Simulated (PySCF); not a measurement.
# Pr2O(OH)4 at several levels of theory

Computed with PySCF 2.14.0 (density fitting, no spin-orbit coupling) at the geometry relaxed with r2SCAN:

```xyz
11
Pr2O(OH)4 (singlet in the valence; each metal's 4f electrons, 2 of them, lie in its core potential, out of spins and levels)
Pr    0.0000    0.0000    2.2679
Pr    0.0000    0.0000   -2.0565
O     0.0000    0.0000    0.1059
O     0.0000    1.9250    3.2539
H     0.0000    2.7807    3.6884
O     0.0000   -1.9250    3.2539
H     0.0000   -2.7807    3.6884
O     0.0000    1.9250   -3.0423
H     0.0000    2.7775   -3.4827
O     0.0000   -1.9250   -3.0423
H     0.0000   -2.7775   -3.4827
```

| level | basis | state | HOMO (eV) | gap (eV) | charge on Pr1 (e) | population of f-type functions on Pr1 (polarisation alone where 4f lies in the core) | dipole about the centre of mass (D) | largest force component (eV/Å) |
| --- | --- | --- | --- | --- | --- | --- | --- | --- |
| r2SCAN | Pr lcecp-1-SVP with ECP48, O def2-SVP, H def2-SVP | singlet | -5.73 | 4.02 | 1.12 | 0.10 | 0.03 | 0.07 |
| TPSS | the same | singlet | -5.49 | 3.63 | 1.05 | 0.10 | 0.03 | 0.37 |
| TPSSh | the same | singlet | -6.09 | 4.47 | 1.12 | 0.10 | 0.03 | 0.24 |
| revPBE | the same | singlet | -5.38 | 3.39 | 0.98 | 0.11 | 0.03 | 0.40 |
| r2SCAN | Pr lcecp-1-TZVP with ECP48, O def2-TZVP, H def2-TZVP | singlet | -5.90 | 4.18 | 1.61 | 0.12 | 0.03 | 0.18 |

In the lcecp rows the 4f levels are missing from HOMO and gap, and the state counts the valence alone.

Charges are Mulliken's, which hang on the basis. The relaxation used the grid (50, 194), these runs (75, 302) or, all-electron (x2c bases, spin-free X2C Hamiltonian), (99, 590).

Question: What does PBE with Pr lcecp-1-SVP with ECP48, O def2-SVP, H def2-SVP give here?

Answer: state singlet, HOMO (eV) -5.45, gap (eV) 3.33, charge on Pr1 (e) 0.95, population of f-type functions on Pr1 (polarisation alone where 4f lies in the core) 0.11, dipole about the centre of mass (D) 0.03, largest force component (eV/Å) 0.46. Time: 12 s on 4 threads of Intel(R) Xeon(R) 6975P-C (Granite Rapids), with other jobs on the host, from an already converged density.

In the first row's basis the gap widens with exact exchange: 3.3 to 4.0 eV for PBE, revPBE, TPSS, r2SCAN (none); 4.5 eV for TPSSh (a fixed share).

No frequency check is given that shows the relaxed geometry to be a minimum. An lcecp potential fixes the number of 4f electrons, so in runs with it no electron can move into or out of that shell.
